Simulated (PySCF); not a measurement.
Species: C4H7O3 (doublet state).
SMILES with atom numbers: `[CH3:1][O:2][CH:3][CH2:4][C:5](=[O:6])[OH:7]` (hydrogens: H8, H9, H10 on C1; H11 on C3; H12, H13 on C4; H14 on O7)

Geometry (GFN2-xTB, Å), atoms numbered from 1 in this order:
```xyz
14
C4H7O3 angstrom
C      2.4242   -0.3291    0.6824
O      1.4879    0.0369   -0.2962
C      0.3335   -0.6911   -0.3294
C     -0.8288   -0.0383   -0.9778
C     -1.7418    0.6634    0.0192
O     -1.4353    1.0514    1.1123
O     -2.9867    0.7823   -0.4660
H      2.0147   -0.1863    1.6883
H      2.7294   -1.3754    0.5678
H      3.2886    0.3184    0.5444
H      0.1799   -1.4271    0.4452
H     -1.4422   -0.7540   -1.5291
H     -0.4639    0.7190   -1.6751
H     -3.5601    1.2293    0.1769
```

The hyperfine couplings belong to this conformer and change with its torsions.

Computed with UKS B3LYP, pcH-1 on C H O, non-relativistic, mean-field spin-orbit, GIAO in PySCF. The structure is a single GFN2-xTB conformer in the gas phase; no vibrational or solvent corrections. A GFN2-xTB geometry isn't a minimum of the functional, and hyperfine couplings can be far from their values at a DFT geometry. No stability test was run, so a lower SCF solution isn't excluded.

Task: Give the principal g shifts and their parts.

Result: 
```csv
Δg (ppm),1,2,3
relativistic mass correction,-198,-198,-198
gauge correction,3,37,35
orbital Zeeman/spin–orbit,-14,1286,2018
total,-209,1125,1856
```

So g = 2.00211, 2.00344, 2.00417 and g_iso = 2.00324; the tensor is rhombic: the two nearest values differ by 35 % of g3 − g1. Axes: g3 points within 10° of the C1–O2 bond.

Task: How much does each term add to the isotropic shift?

Result: The orbital-Zeeman/spin–orbit term 1097, the mass correction -198 and the gauge correction 25 ppm, for a total of 924 ppm. The orbital-Zeeman/spin–orbit term is the largest in size. The mass correction is the same along every axis, so the anisotropy comes from the other two: their spans along these axes are 34 (gauge) and 2032 ppm (orbital Zeeman/spin–orbit).

Task: What effective moment and Curie constant follow for a powder?

Result: With the mean of g² = 4.0130 and S(S+1) = 0.75: μ_eff = √(⟨g²⟩S(S+1)) = 1.735 μB and χT = 0.12505·⟨g²⟩·S(S+1) = 0.376 cm³ K/mol (cgs; spin-Hamiltonian part alone).

Task: In a frozen sample, at which fields do the three g values resonate at 9.5, 34, 94 and 263 GHz (hyperfine left aside), and which band first spreads them over more than twice a line width of 0.5 mT?

Result: 
```csv
band,GHz,B(g3) mT,B(g2) mT,B(g1) mT,spread mT
X,9.5,338.67,338.79,339.02,0.35
Q,34.0,1212.08,1212.52,1213.33,1.25
W,94.0,3351.05,3352.27,3354.50,3.46
J,263.0,9375.81,9379.22,9385.48,9.67
```

The spread grows in proportion to the frequency. Q band is the first where it exceeds 1.0 mT.

The largest Mulliken spin populations are on C3 (+0.89), O2 (+0.13) and C4 (-0.06). No atom but C3 exceeds +0.15. The angles at C3 add up to 354.0°, so it is nearly planar; its axial dipolar tensor and the negative coupling of its proton fit spin in a p orbital normal to that plane.

The HOMO–LUMO gaps are 4.83 eV among the α and 6.70 eV among the β orbitals.
